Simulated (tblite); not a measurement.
CH₉AsNSi₂ (doublet state).
Bonds: C1–As2, As2–Si3, As2–Si4, Si4–N5. Hydrogens: H6, H7, H8 on C1; H9, H10, H11 on Si3; H12, H13 on Si4; H14 on N5.

Computed with GFN2-xTB (tblite), gas phase: L-BFGS steps from a force-field or distance-geometry start until the largest atomic force falls under 0.01 eV/Å.

Step 74: E = -420.1138 eV
```
atom  x, y, z in Å  |  force x, y, z in eV/Å
C1     -1.2932    1.2576   -0.6024    0.002  -0.016   0.025
As2    -0.4064    0.5771    1.0204   -0.099   0.032   0.078
Si3    -0.8773   -1.6863    0.8583    0.003   0.002  -0.013
Si4     1.8852    0.7666    0.1464   -0.019   0.014  -0.002
N5      1.6509   -0.0842   -1.2362    0.054  -0.059   0.061
H6     -1.4186    2.3381   -0.5193   -0.004   0.013  -0.036
H7     -0.6652    1.0512   -1.4675   -0.040  -0.023   0.010
H8     -2.2749    0.8131   -0.7570   -0.015  -0.028   0.027
H9     -0.0131   -2.4287    1.7918   -0.009   0.036  -0.056
H10    -0.7572   -2.2866   -0.4713    0.021  -0.022  -0.034
H11    -2.2606   -1.9287    1.2977   -0.028   0.017   0.002
H12     2.6428    0.4666    1.3761    0.058  -0.009  -0.051
H13     1.8937    2.2030   -0.1301    0.060   0.062   0.011
H14     1.8930   -1.0587   -1.3288    0.016  -0.020  -0.022
```

Step 75: E = -420.1160 eV
```
atom  x, y, z in Å  |  force x, y, z in eV/Å
C1     -1.2935    1.2562   -0.6024   -0.065   0.033  -0.002
As2    -0.4099    0.5750    1.0217   -0.081   0.025   0.074
Si3    -0.8772   -1.6897    0.8531    0.021   0.021  -0.001
Si4     1.8850    0.7696    0.1517   -0.022   0.010  -0.012
N5      1.6621   -0.0863   -1.2291    0.040  -0.079   0.038
H6     -1.3828    2.3450   -0.5356    0.000  -0.098  -0.043
H7     -0.6878    1.0165   -1.4771   -0.075  -0.018   0.067
H8     -2.2955    0.8403   -0.7287    0.084   0.019   0.016
H9     -0.0151   -2.4337    1.7885   -0.003   0.039  -0.082
H10    -0.7610   -2.2737   -0.4839    0.027  -0.035  -0.024
H11    -2.2562   -1.9405    1.2968   -0.057   0.019   0.002
H12     2.6496    0.4783    1.3784    0.048  -0.005  -0.040
H13     1.8789    2.2045   -0.1326    0.066   0.065   0.013
H14     1.9025   -1.0616   -1.3227    0.017   0.003  -0.007
```

Step 76: E = -420.1191 eV
```
atom  x, y, z in Å  |  force x, y, z in eV/Å
C1     -1.2970    1.2547   -0.6026   -0.017   0.093   0.024
As2    -0.4175    0.5793    1.0258   -0.021   0.007   0.049
Si3    -0.8775   -1.6882    0.8486    0.023   0.040   0.009
Si4     1.8859    0.7716    0.1562   -0.012   0.000  -0.011
N5      1.6666   -0.0904   -1.2203    0.003  -0.054  -0.008
H6     -1.3849    2.3443   -0.5449   -0.005  -0.096  -0.019
H7     -0.6984    1.0126   -1.4797   -0.033  -0.051   0.046
H8     -2.2968    0.8394   -0.7203   -0.012  -0.010  -0.005
H9     -0.0200   -2.4308    1.7891    0.011   0.034  -0.093
H10    -0.7613   -2.2666   -0.4915    0.029  -0.033  -0.005
H11    -2.2539   -1.9438    1.2959   -0.075   0.019  -0.006
H12     2.6667    0.4754    1.3702    0.026   0.003  -0.008
H13     1.8818    2.2073   -0.1282    0.056   0.050   0.012
H14     1.9054   -1.0649   -1.3203    0.027  -0.002   0.016
```

Problem. Estimate the geometry and energy of step 77. (The exact step hangs on the optimiser's Hessian estimate; all steps are aligned on step 76, rigid shifts and turns removed.)

Solution. E = -420.1208 eV, largest force 0.107 eV/Å
```
atom  x, y, z in Å  |  force x, y, z in eV/Å
C1     -1.3021    1.2550   -0.6021   -0.101   0.025   0.027
As2    -0.4248    0.5837    1.0298    0.019  -0.005   0.006
Si3    -0.8780   -1.6846    0.8465   -0.010   0.030   0.014
Si4     1.8844    0.7724    0.1566    0.008  -0.038  -0.037
N5      1.6803   -0.0977   -1.2174   -0.031  -0.001  -0.006
H6     -1.3845    2.3428   -0.5460   -0.016  -0.026  -0.021
H7     -0.7133    1.0097   -1.4843   -0.003  -0.069   0.049
H8     -2.3071    0.8441   -0.7143    0.055   0.017   0.007
H9     -0.0210   -2.4270    1.7857    0.026   0.026  -0.080
H10    -0.7577   -2.2619   -0.4942    0.021  -0.024   0.005
H11    -2.2542   -1.9460    1.2972   -0.049   0.026  -0.024
H12     2.6703    0.4709    1.3661    0.009   0.013   0.009
H13     1.8874    2.2103   -0.1248    0.040   0.018   0.009
H14     1.9192   -1.0718   -1.3208    0.031   0.007   0.043
```

The energy changes by -0.0017 eV. The first-order estimate −F·Δx gives -0.0031 eV and the mean of the old and new forces, exact on a quadratic surface, -0.0017 eV. The step makes an angle of 69° with the force vector and moves no atom by more than 0.016 Å.

The cost below is that of the whole relaxation. On an Arm Neoverse V2 with one thread, no GPU, shared host with 96 logical CPUs at a one-minute load of 42, this took 0.75 s of wall time.
